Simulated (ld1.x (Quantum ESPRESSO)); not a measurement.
**How hard is this magnesium ultrasoft potential?**

Mg (Z = 12), ultrasoft, made with ld1.x (Quantum ESPRESSO) 7.5 (PBE, scalar-relativistic). Core [He], reference 2s2 2p6 3s2 3p0. Waves: 2s (bound): rcut 0.95, rcutus 1.10 bohr; 3s (bound): rcut 0.95, rcutus 1.10 bohr; 2p (bound): rcut 1.20, rcutus 1.55 bohr; 3p (bound, empty): rcut 1.20, rcutus 1.55 bohr. Local part: all-electron potential smoothed inside 1.40 bohr (lloc = -1). Core correction: Bessel-smoothed model core inside 0.95 bohr. Augmentation charge: PSQ, inside the norm-conserving radii.

The pseudo-atom Hamiltonian at the reference potential is diagonalised in spherical Bessel functions j_l(qr) that vanish at 20 bohr, with q² up to the cutoff. All-electron valence levels (Ry): 2s -5.8685, 3s -0.3458, 2p -3.4261, 3p -0.0978.

**Question.** How do the lowest levels (Ry) of each channel move with the cutoff, and are there ghosts?

**Answer.**

```tsv
cutoff (Ry)	s #1	s #2	s #3	p #1	p #2	d #1	f #1	f #2	Σ f·Δε (mRy)
8	-4.8311	-0.2548	0.0131	-2.9072	-0.0487	0.0531	0.1080	0.2297	5370.0
12	-5.3834	-0.2883	0.0087	-3.2476	-0.0584	0.0531	0.1080	0.2297	2156.4
21	-5.7671	-0.3192	0.0048	-3.4066	-0.0662	0.0530	0.1080	0.2297	372.8
30	-5.8420	-0.3298	0.0035	-3.4245	-0.0716	0.0530	0.1080	0.2297	94.7
45	-5.8672	-0.3399	0.0022	-3.4257	-0.0902	0.0530	0.1080	0.2297	16.5
55	-5.8681	-0.3437	0.0018	-3.4259	-0.0966	0.0530	0.1080	0.2297	5.8
80	-5.8684	-0.3458	0.0015	-3.4260	-0.0975	0.0530	0.1080	0.2297	0.7
100	-5.8685	-0.3458	0.0015	-3.4260	-0.0977	0.0530	0.1080	0.2297	0.2
400	-5.8685	-0.3458	0.0015	-3.4261	-0.0977	0.0530	0.1080	0.2297	0.0
```

Result: no extra level below or beside the all-electron valence levels (s, p, d, f tested); 10 mRy is reached at 50 Ry and 1 mRy at 80 Ry.

Test run stopped at test 1 of 7 (negative rho).
